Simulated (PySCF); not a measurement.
PySCF input for B(Cl)2(SH) (BCl2HS), SMILES SB(Cl)Cl, TPSSh-D3(BJ)/def2-SVP. Geometry: TPSSh-D3(BJ)/def2-SVP. The values are those of a single conformer.

```python
import numpy as np
from pyscf import gto, scf, dft, df
from pyscf.hessian import thermo

mol = gto.M(
    atom='''
    B    -0.00028969   -0.01213114    0.00000000
    Cl    1.37198949   -1.11105703   -0.00000000
    Cl   -1.63756584   -0.66058182   -0.00000000
    S     0.34152151    1.75131996   -0.00000000
    H    -0.94809769    2.15739672    0.00000001
    ''',
    basis='def2-SVP',
    charge=0,
    spin=0,
    max_memory=1600,
    verbose=3,
)
mf = dft.RKS(mol, xc='tpssh').density_fit(auxbasis='def2-universal-jkfit')
mf.disp = 'd3bj'
mf.grids.level = 4
mf.conv_tol = 1e-11
mf.max_cycle = 100
mf.kernel()

# [left out here: the lines that compute and print the analytic Hessian (its translational invariance restored by hand, since the grid's response is missing), thermochemistry and intensities]
```

Output:

```
converged SCF energy = -1343.78786470936

WARN: MGGA Hessian is sensitive to dft grids. grids.level 4 may not be dense enough.


WARN: DFTD3 does not support analytical Hessian, using finite difference


WARN: Mole.unit (angstrom) is changed to Bohr

Mode                                 0                   1                   2
Irrep
Freq [cm^-1]                      222.0145            246.4460            400.3454
Reduced mass [au]                  12.8109             21.0581              1.1437
Force const [Dyne/A]                0.3720              0.7536              0.1080
Char temp [K]                     319.4294            354.5810            576.0078
Normal mode                   x     y     z       x     y     z       x     y     z
       0   B                 0.07  0.01 -0.00   -0.01  0.07  0.00   -0.00 -0.00  0.08
       1  Cl                 0.00 -0.09  0.00   -0.09 -0.02  0.00    0.00 -0.00  0.01
       2  Cl                 0.06  0.05  0.00    0.06 -0.08 -0.00   -0.00 -0.00 -0.02
       3   S                -0.09  0.05 -0.00    0.04  0.08 -0.00   -0.00  0.00 -0.04
       4   H                -0.15 -0.15  0.00    0.05  0.11  0.00    0.00 -0.00  0.93
Mode                                 3                   4                   5
Irrep
Freq [cm^-1]                      432.2224            459.1951            777.1398
Reduced mass [au]                   6.1950             28.2755              1.3681
Force const [Dyne/A]                0.6819              3.5128              0.4868
Char temp [K]                     621.8718            660.6795           1118.1311
Normal mode                   x     y     z       x     y     z       x     y     z
       0   B                -0.00 -0.00 -0.28   -0.00 -0.00 -0.00   -0.12  0.01 -0.00
       1  Cl                 0.00 -0.00  0.03   -0.07  0.06  0.00    0.03 -0.03  0.00
       2  Cl                -0.00 -0.00  0.03    0.09  0.04  0.00    0.03  0.01  0.00
       3   S                 0.00  0.00  0.02   -0.02 -0.10 -0.00   -0.03 -0.01  0.00
       4   H                 0.00 -0.00  0.28   -0.01 -0.08  0.00    0.23  0.81  0.00
Mode                                 6                   7                   8
Irrep
Freq [cm^-1]                      981.0917           1009.5591           2692.1375
Reduced mass [au]                   8.6636              4.1592              1.0380
Force const [Dyne/A]                4.9133              2.4976              4.4326
Char temp [K]                    1411.5726           1452.5308           3873.3865
Normal mode                   x     y     z       x     y     z       x     y     z
       0   B                 0.06 -0.27 -0.00   -0.25 -0.07  0.00    0.00 -0.00 -0.00
       1  Cl                -0.03  0.03 -0.00    0.02 -0.01 -0.00   -0.00  0.00 -0.00
       2  Cl                 0.01  0.01  0.00    0.04  0.01 -0.00    0.00  0.00  0.00
       3   S                 0.00  0.05  0.00    0.02  0.03 -0.00    0.03 -0.01 -0.00
       4   H                 0.05  0.18 -0.00   -0.12 -0.40 -0.00   -0.93  0.30  0.00
temperature 298.1500 [K]
pressure 101325.00 [Pa]
Rotational constants [GHz] 3.12668 3.02856 1.53842
Symmetry number 1
Zero-point energy (ZPE) 0.01645 [Eh]   43186.096 [J/mol]
                           tot       elec      trans        rot        vib
Entropy [J/mol/K]       310.947      0.000    167.899    115.026     28.022
Cv [J/mol/K]             63.609      0.000     12.472     12.472     38.666
Cp [J/mol/K]             71.924      0.000     20.786     12.472     38.666
Internal energy [J/mol]                      3718.434   3718.434  48498.425
Internal energy [Eh]   -1343.76656  -1343.78786
Enthalpy [J/mol]                             6197.391   3718.434  48498.425
Enthalpy [Eh]          -1343.76562
Gibbs free energy [J/mol]                  -43861.710 -30576.490  40143.622
Gibbs free energy [Eh] -1343.80093
mode   freq/cm-1   IR/(km/mol)
   1      222.01         1.076
   2      246.45         1.669
   3      400.35        21.856
   4      432.22         0.416
   5      459.20         1.490
   6      777.14        87.399
   7      981.09       280.167
   8     1009.56       227.604
   9     2692.14         0.065
max |gradient| / (hartree/bohr): 1.0559528286376035e-05
APT charges: [ 1.1837 -0.4532 -0.4617 -0.3322  0.0635]
```

The calculation finished and met its thresholds.
